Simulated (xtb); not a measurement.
CdFCl, SMILES [F][Cd][Cl]. All values are semi-empirical tight-binding results from xtb (GFN2-xTB unless named), good for trends rather than for accurate numbers. Geometry: GFN2-xTB.

For metal compounds this method's bond lengths and energies can be far off.

- point group as xtb finds it = Cs
- orbital gap = 3.00 eV
- zero-point energy = 1.0 kcal/mol
- G − E(el) at 298.15 K (modified RRHO) = -17.4 kcal/mol
